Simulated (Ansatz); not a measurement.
```xyz
9

Si   -0.7783    1.1288   -0.0335
C     0.7287    0.0544   -0.0268
Ga    0.6026   -1.8685   -0.2440
Se    1.0095   -0.9021    1.7831
H    -0.7206    2.1776    1.0211
H    -0.9273    1.7931   -1.3603
H    -1.9803    0.2847    0.2094
H     1.6559    0.5217   -0.3520
H     0.4097   -3.1898   -0.9970
```

The species carries charge 0 and has multiplicity 1.

Problem. List the PBE/def2-TZVPP orbital energies in eV (Ansatz). (Best estimate.)

Solution. Ansatz gave: Occupied: -12302.06, -10094.36, -1779.41, -1562.02, -1402.82, -1402.76, -1402.73, -1234.28, -1093.99, -1093.91, -1093.87, -269.73, -204.99, -150.35, -150.19, -150.08, -144.04, -137.16, -98.64, -98.43, -98.33, -93.89, -93.89, -93.88, -53.42, -53.40, -53.32, -53.19, -53.18, -20.87, -20.57, -20.53, -20.51, -20.45, -18.20, -14.98, -12.68, -11.20, -9.83, -8.67, -8.54, -8.14, -7.19, -5.96, -5.60. Lowest empty: -2.42, -1.75, -0.97, -0.62, 0.46, 0.70, 1.03, 1.26.
